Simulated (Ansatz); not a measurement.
Consider the isomerisation: `CC1=C[SiH]1F` → `F[SiH]1C=CC1`.

Isolated molecules relaxed with PBE0-D4/def2-TZVP in Ansatz; ΔE leaves out vibrations. CCSD(T)/CBS is the MP2 limit (def2-TZVPP, def2-QZVPP) plus CCSD(T) − MP2 in def2-TZVPP, frozen cores. DFT in def2-TZVPP. B3LYP here is the variant with VWN-RPA as its local correlation; programs differ in this.

```csv
level,ΔE (eV)
B2PLYP,-0.71
B3LYP,-0.67
MP2/def2-TZVPP,-0.76
CCSD(T)/def2-TZVPP,-0.77
```

(1) What does CCSD(T)/CBS give? (Estimate.)

Largest T1 diagnostic among the species: 0.012.

Answers

(1) Ansatz gave: -0.76 eV. The listed levels differ from it by 0.05, 0.09, 0.00, -0.01 eV.

From PBE to PBE0 (25 % exact exchange), in def2-TZVPP and without D4, ΔE moves by −0.05 eV.
